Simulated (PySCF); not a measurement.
Compound: Ge(vinyl)(OiPr)3, C11H24GeO3.
Bonds: Ge1–C2, Ge1–O7, Ge1–O18, Ge1–O29, C2–C3, O7–C8, C8–C9, C8–C10, O18–C19, C19–C20, C19–C21, O29–C30, C30–C31, C30–C32. Hydrogens: H4 on C2; H5, H6 on C3; H11 on C8; H12, H13, H14 on C9; H15, H16, H17 on C10; H22 on C19; H23, H24, H25 on C20; H26, H27, H28 on C21; H33 on C30; H34, H35, H36 on C31; H37, H38, H39 on C32.

Method used: PySCF 2.14.0, PBE0-D3(BJ)/def2-SVP geometry optimisation, gas phase.

Question: Give the optimised bond lengths and angles.

Answer: 
```csv
bond,length (Å)
Ge1–C2,1.921
"Ge1–O7, Ge1–O29",1.764
Ge1–O18,1.777
C2–C3,1.336
C2–H4,1.096
C3–H5,1.095
C3–H6,1.096
"O7–C8, O18–C19, O29–C30",1.421
C8–C9 and 5 like bonds,1.517
"C8–H11, C19–H22, C30–H33",1.108
C9–H12 and 17 like bonds,1.101
```

Bonds in one row agree within 0.01 Å and their mean is given. A selection of angles:
```csv
angle,degrees
C2–Ge1–O7,105.8
C2–Ge1–O18,111.5
C2–Ge1–O29,116.5
O7–Ge1–O18,113.1
O7–Ge1–O29,106.0
O18–Ge1–O29,104.0
Ge1–C2–C3,120.7
Ge1–O7–C8,121.8
O7–C8–C9,107.1
O7–C8–C10,110.6
C9–C8–C10,112.7
Ge1–O29–C30,123.7
O29–C30–C32,110.0
```

Dihedral angles: O7–Ge1–C2–C3 -3° (synperiplanar); C2–Ge1–O7–C8 158° (antiperiplanar); C2–Ge1–O18–C19 41° (synclinal); C2–Ge1–O29–C30 96° (anticlinal); Ge1–O7–C8–C9 -157° (antiperiplanar); Ge1–O18–C19–C20 -156° (antiperiplanar); Ge1–O29–C30–C31 -150°. The mirror-image conformer, all signs reversed, is as good.

Ge1 (germanium bonded to C and 3 O) is distorted tetrahedral (angles from 104.0° to 116.5°). Of the pairs four or more bonds apart, O18···H37 is among the closest relative to their van der Waals radii: 2.54 Å, 93 % of the sum of Bondi's values. The 7 C–C bonds span 1.336 Å (C2–C3) to 1.520 Å (C19–C21), a spread of 0.184 Å.

Point group: C1 (no symmetry element, even within 0.4 Å). Not checked by PBE0-D3(BJ)/def2-SVP frequencies. The numbers are those of one conformer (O7–Ge1–C2–C3 -3°, C2–Ge1–O7–C8 158°, C2–Ge1–O18–C19 41°, C2–Ge1–O29–C30 96°, Ge1–C2–C3–H 0° and 180°).
